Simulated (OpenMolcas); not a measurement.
**Co4+ in a point-charge field**

Co4+ among 6 point charges of -2.2 e arranged as a tetragonal octahedron (D4h), 1.99 Å from the ion, with the axial distance 2.129 Å.
```
   1.9900    0.0000    0.0000  -2.20
   0.0000    1.9900    0.0000  -2.20
  -1.9900    0.0000    0.0000  -2.20
   0.0000   -1.9900    0.0000  -2.20
   0.0000    0.0000    2.1293  -2.20
   0.0000    0.0000   -2.1293  -2.20
```

```yaml
Program: OpenMolcas
Method: "SS-CASPT2, IPEA 0.25 Eh, imaginary shift 0.1 Eh (closed shells correlated: 3s 3p)"
Basis: ANO-RCC-VDZP [5s4p2d1f]
Scalar_Hamiltonian: DKH2, point nucleus
Active_space: 5 electrons in 5 orbitals (3d)
State_averaging: 2S+1 = 6 even, 1 root; 2S+1 = 4 even, 24 roots; 2S+1 = 2 even, 75 roots
Spin-orbit_coupling: RASSI with atomic mean-field integrals over the reference wave functions
```

The lowest spin-free states (labels of D4, the rotations of D4h), above the lowest:

```json
{"State": "6A1", "Degeneracy": "1", "E (cm-1)": "0", "Free-ion L (%)": "S (100)"}
{"State": "4E", "Degeneracy": "2", "E (cm-1)": "39470", "Free-ion L (%)": "G (93)"}
{"State": "4A2", "Degeneracy": "1", "E (cm-1)": "39540", "Free-ion L (%)": "G (92)"}
{"State": "4E", "Degeneracy": "2", "E (cm-1)": "39810", "Free-ion L (%)": "G (99)"}
{"State": "4B2", "Degeneracy": "1", "E (cm-1)": "39970", "Free-ion L (%)": "G (100)"}
{"State": "4B1", "Degeneracy": "1", "E (cm-1)": "40010", "Free-ion L (%)": "G (100)"}
{"State": "4A1", "Degeneracy": "1", "E (cm-1)": "40100", "Free-ion L (%)": "G (100)"}
{"State": "4A1", "Degeneracy": "1", "E (cm-1)": "40230", "Free-ion L (%)": "G (100)"}
{"State": "4E", "Degeneracy": "2", "E (cm-1)": "44600", "Free-ion L (%)": "P (87)"}
{"State": "4A2", "Degeneracy": "1", "E (cm-1)": "45360", "Free-ion L (%)": "P (92)"}
{"State": "4B2", "Degeneracy": "1", "E (cm-1)": "47760", "Free-ion L (%)": "D (100)"}
{"State": "4B1", "Degeneracy": "1", "E (cm-1)": "47830", "Free-ion L (%)": "D (99)"}
{"State": "4E", "Degeneracy": "2", "E (cm-1)": "47910", "Free-ion L (%)": "D (92)"}
{"State": "4A1", "Degeneracy": "1", "E (cm-1)": "48310", "Free-ion L (%)": "D (100)"}
{"State": "2B2", "Degeneracy": "1", "E (cm-1)": "57710", "Free-ion L (%)": "I (94)"}
{"State": "2E", "Degeneracy": "2", "E (cm-1)": "57770", "Free-ion L (%)": "I (95)"}
{"State": "2B2", "Degeneracy": "1", "E (cm-1)": "57920", "Free-ion L (%)": "I (98)"}
{"State": "2B1", "Degeneracy": "1", "E (cm-1)": "57970", "Free-ion L (%)": "I (96)"}
{"State": "2A2", "Degeneracy": "1", "E (cm-1)": "58150", "Free-ion L (%)": "I (97)"}
{"State": "2E", "Degeneracy": "2", "E (cm-1)": "58150", "Free-ion L (%)": "I (98)"}
```

The lowest levels with spin-orbit coupling:

```csv
E (cm-1),Degeneracy,Label,2S+1,g
0,6,,6,
39420,2,E3/2,4,0.27 3.32 3.32
39440,2,E1/2,4,0.87 4.28 4.28
39450,2,E1/2,4,2.91 3.16 3.16
39460,2,E3/2,4,2.14 3.43 3.43
39520,2,E3/2,4,0.12 0.12 4.70
39570,2,E1/2,4,1.84 3.19 3.19
39730,2,E3/2,4,2.05 2.05 3.20
39780,2,E3/2,4,1.64 3.47 3.47
39820,2,E1/2,4,0.92 0.92 5.28
39870,2,E1/2,4,0.46 0.46 9.58
39960,2,E1/2,4,0.08 0.08 3.03
39970,2,E3/2,4,0.28 5.06 5.06
40000,2,E3/2,4,3.71 3.89 3.89
40020,2,E1/2,4,0.06 0.06 9.07
40090,2,E1/2,4,1.94 3.91 3.91
40100,2,E3/2,4,0.02 0.02 6.10
40220,2,E3/2,4,0.00 0.00 6.45
40250,2,E1/2,4,2.24 3.79 3.79
44100,2,E1/2,4,2.46 2.46 3.55
```

Powder χT (cm3 K/mol): 4.38 at 2 K, 4.38 at 10 K, 4.38 at 50 K, 4.38 at 100 K, 4.38 at 200 K, 4.38 at 300 K. The effective moment at 300 K is 2.828 √(χT) = 5.92 μB.

The lowest level has 2S+1 = 6, for which the spin-only value is χT = S(S+1) / 2 = 4.375 cm3 K/mol (g = 2). The computed 4.385 at 300 K differs by +0.010, little more than the free-electron g of 2.0023 accounts for.

Point charges give a weaker field than real ligands, and real ions of this kind are often low spin; the high spin found here belongs to the model. Free-ion shares, where given, are those of the reference states; single-state CASPT2 does not remix them. This is an electrostatic model: the charges have no orbitals. No measured value stands beside these numbers.

The CASPT2 steps took 5.3 s on 1 thread of Intel(R) Xeon(R) Platinum 8488C (Sapphire Rapids), on a shared host; the integral step is not counted.
